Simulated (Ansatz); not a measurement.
A structure relaxed at PBE0-D4/def2-TZVP, charge 0, multiplicity 2:

```xyz
12

Si   -0.6796    1.2879    1.4948
B    -0.0592    0.1130    0.1307
Si    1.5081   -1.0715    0.4896
Si   -0.9855    0.0823   -1.6383
H    -1.8456    2.2006    1.3706
H    -0.0710    1.4284    2.8430
H     2.5629   -0.8742   -0.5467
H     1.0819   -2.5002    0.4234
H     2.1381   -0.8518    1.8231
H    -0.0441    0.5320   -2.7052
H    -2.1905    0.9579   -1.7041
H    -1.4154   -1.3044   -1.9809
```

**Question.** Give its formula and SMILES.

**Answer.** BH8Si3, `[SiH2]B([SiH3])[SiH3]`.

**Question.** Point group (tolerance 0.08 Å, 0.16 Å for H)?

**Answer.** C2.

**Question.** Summarise the bond lengths by kind.

**Answer.** 3 × B–Si 1.904 to 1.997 Å; 8 × H–Si 1.486 to 1.492 Å.

Program: Ansatz 0.2.0.
